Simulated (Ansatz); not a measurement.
Ansatz results at the PBE0-D4/def2-TZVP geometry: HOMO energy (PBE/def2-TZVPP) -5.56 eV; size of the dipole moment (B3LYP/def2-TZVPP) 1.62 D; HOMO–LUMO gap (PBE0/def2-TZVPP) 6.20 eV.

Each molecule was computed in one conformer, which needn't be the lowest.

Problem. Which molecule gave them?
A. `C[NH][Al]([OH])[SH]`
B. `[SiH3][SiH2]C[TeH]`
C. `O=C(O)[SiH2][SeH]`
D. `C[Si](O)([AlH2])S`

Solution. D. The others give `O=C(O)[SiH2][SeH]`: -6.00, 1.71, 6.11; `[SiH3][SiH2]C[TeH]`: -5.26, 0.87, 5.33; `C[NH][Al]([OH])[SH]`: -5.40, 0.76, 6.54.

B3LYP here is the variant with VWN-RPA as its local correlation; programs differ in this.
